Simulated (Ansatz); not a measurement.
Cost and result for the atomization energy of `C=C[Si](N)(F)OC` (15 atoms, 14 bonds).

```xyz
15

C    -1.6569    0.3533   -1.9193
C    -1.7301   -0.2525   -0.7370
Si   -0.2845   -0.4929    0.3800
N    -0.3967    0.2282    1.9161
F    -0.1271   -2.0481    0.7253
O     1.0036    0.0444   -0.4549
C     2.3177    0.1449    0.0462
H    -2.5301    0.4992   -2.5494
H    -0.7119    0.7238   -2.3039
H    -2.7031   -0.6056   -0.3979
H    -0.6214    1.1992    2.0464
H    -0.5756   -0.3227    2.7378
H     2.8336   -0.8168   -0.0305
H     2.8592    0.8801   -0.5519
H     2.3234    0.4653    1.0929
```

The species carries charge 0 and has multiplicity 1. The geometry is a stationary point of PBE0-D4/def2-TZVP. It is one conformer, not always the lowest. Program: Ansatz. All runs use 2 threads of an AMD EPYC 7R13 on a shared host and a share of an NVIDIA H100 80 GB. Times are those of one run each, without the atoms' runs, and a repeat can differ threefold. Electronic energies, without spin–orbit coupling; frozen cores. CCSD(T)/CBS adds CCSD(T) − MP2 in def2-TZVPP to the MP2 limit, and its time is that of the two runs behind it. T1 = 0.011. B3LYP takes the VWN-RPA correlation (the form of Gaussian; ORCA's B3LYP/G).

CCSD(T)/CBS is a level of theory with its own doubt, some kJ/mol a heavy atom from the limit and from the frozen cores, so smaller differences don't rank the functionals.

| level | functions | wall time |
| --- | --- | --- |
| PBE0-D4/def2-TZVPP | 340 | 1.9 s |
| PBE-D4/def2-TZVPP (with forces) | 340 | 2.4 s |
| r2SCAN-D4/def2-TZVPP (with forces) | 340 | 2.5 s |
| B2PLYP/def2-TZVPP | 340 | 2.7 s |
| B3LYP-D4/def2-TZVPP (with forces) | 340 | 2.9 s |
| ωB97M-V/def2-TZVPP (with forces) | 340 | 3.1 s |
| ωB97X-V/def2-TZVPP | 340 | 3.4 s |
| MP2/def2-QZVPP | 652 | 4.5 s |
| CCSD(T)/def2-TZVPP | 340 | 11 s |
| CCSD(T)/CBS(def2) | – | 15 s |

Task: What atomization energy does each give, and how far from CCSD(T)/CBS? (Estimate.)

Result: Ansatz gave: 
| level | atomization (kcal/mol) | difference from CCSD(T)/CBS | per bond |
| --- | --- | --- | --- |
| PBE0-D4/def2-TZVPP | 1458.9 | -3.4 | -0.2 |
| PBE-D4/def2-TZVPP (with forces) | 1487.2 | 24.9 | 1.8 |
| r2SCAN-D4/def2-TZVPP (with forces) | 1460.3 | -2.0 | -0.1 |
| B2PLYP/def2-TZVPP | 1446.2 | -16.1 | -1.1 |
| B3LYP-D4/def2-TZVPP (with forces) | 1460.5 | -1.8 | -0.1 |
| ωB97M-V/def2-TZVPP (with forces) | 1465.1 | 2.8 | 0.2 |
| ωB97X-V/def2-TZVPP | 1462.6 | 0.3 | 0.0 |
| MP2/def2-QZVPP | 1474.7 | 12.4 | 0.9 |
| CCSD(T)/def2-TZVPP | 1421.9 | -40.4 | -2.9 |
| CCSD(T)/CBS(def2) | 1462.3 | 0.0 | 0.0 |

The D4 term adds +12.9 kcal/mol with B3LYP and +6.9 kcal/mol with PBE0; it sums over pairs of atoms, weighted by their polarisabilities, and B3LYP, whose exchange is more repulsive, gets the larger term. From PBE to PBE0 (25 % exact exchange), in def2-TZVPP and without D4, the atomization energy moves by −27.1 kcal/mol: exact exchange takes away binding that semilocal exchange gives to molecules. In def2-TZVPP, CCSD(T) changes the Hartree–Fock value by +358.9 kcal/mol (the triples alone add +21.4 kcal/mol) and MP2 by +387.5 kcal/mol; breaking electron pairs costs correlation energy, which Hartree–Fock lacks.
